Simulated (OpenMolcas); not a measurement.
Mo3+ (d3) in a complex was computed by SS-CASPT2, IPEA 0.25 Eh, imaginary shift 0.1 Eh with the d shell active (OpenMolcas, ANO-RCC-VDZP on the metal). Its lowest spin-free states, and all those of the highest spin:

```csv
2S+1,Degeneracy,E (cm-1)
4,1,0
2,2,11860
2,3,12050
2,3,18700
4,3,26190
4,3,32330
2,1,34870
2,3,37440
2,3,37760
2,2,38470
2,3,41620
2,3,45230
4,3,54570
```

**Question.** Is the site octahedral, tetrahedral or cube-like, axial, or of lower symmetry?

**Answer.** The states with 2S+1 = 4 have orbital degeneracies 1, 3, 3, 3. Threefold states need a cubic site. For d3 at this spin an octahedron puts the single A2 below the threefold T2 and a tetrahedron or cube puts the threefold T1 below the threefold T2, so the site is octahedral. The first gap at this spin, 26200 cm-1, is |10Dq| in ligand-field theory. The run had Mo3+ with 6 ligands (fluoride) in octahedral coordination (Oh) at 2 Å. A charge of +0.5 e stands 2.4 Å behind each ligand. Ligand basis ANO-RCC-VDZP.

Roots that are degenerate in the reference are averaged as groups; the widest CASPT2 spread within a group is 120 cm-1 (the 3-fold group of multiplicity 2 near 63600 cm-1 above the lowest state of its run). Shifts and gaps below about the spread of the groups concerned are not significant. Over all roots computed the reference weight is 0.71; a low but even weight reflects the number of correlated electrons. The least metal-like active orbital is 83 % on the metal (Löwdin) and no ligand orbital is active, so the numbers are rough. Ligand-to-metal charge-transfer states are missing. With no ligand orbital active B as a rule stays too high, so bands that hang on it stand too high and its fall with covalency is understated. With one d shell and no ligand orbital active, 10Dq can be off by a tenth or more. No measured value stands beside these numbers; the geometry is a model, was not optimised and need not be the one that this ion takes.
